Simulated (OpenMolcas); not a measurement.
Au4+ among 8 point charges of -1.2 e arranged as a cube (Oh).

| Quantity | Value |
| --- | --- |
| Program | OpenMolcas |
| Method | SS-CASPT2, IPEA 0.25 Eh, imaginary shift 0.1 Eh (closed shells correlated: 5s 5p) |
| Basis | ANO-RCC-VDZP [7s6p4d2f] |
| Scalar Hamiltonian | DKH2, point nucleus |
| Active space | 7 electrons in 5 orbitals (5d) |
| State averaging | 2S+1 = 4 even, 10 roots; 2S+1 = 2 even, 40 roots |
| Spin-orbit coupling | state interaction with AMFI integrals over the reference wave functions |

All point charges move together. At R = 1.89 Å the first state of the same spin is 5990 cm-1, and at R = 2.04 Å it is 4230 cm-1.

Q: A third run gives 2600 cm-1. What distance was it run at?

A: With a power law R^-n the two known points give n = -ln(4230 / 5990) / ln(2.04 / 1.89) = 4.56. Then R = 1.89 × (5990 / 2600)^(1/4.56) = 2.270 Å. The run was at 2.23 Å, so the estimate is off by +0.040 Å.

Roots that are degenerate in the reference are averaged as groups; the widest CASPT2 spread within a group is 320 cm-1 (the 3-fold group of multiplicity 4 near 5990 cm-1 above the lowest state of its run, R = 1.89). Shifts and gaps below about the spread of the groups concerned are not significant. Free-ion shares, where given, are those of the reference states; single-state CASPT2 does not remix them. Spin-orbit coupling mixes the spin-free states strongly: the lowest level takes only 51 % from its leading state, 4A2 (figures for R = 1.89; the like holds for R = 2.04, R = 2.23). The ground term spreads over less than 5000 cm-1, several times less than with real ligands, so orbital moments are less quenched and χT lies further from the spin-only value than at real sites (holds for R = 2.23). Point charges carry no covalency, so the field is a model and not that of real ligands. No measured value stands beside these numbers.
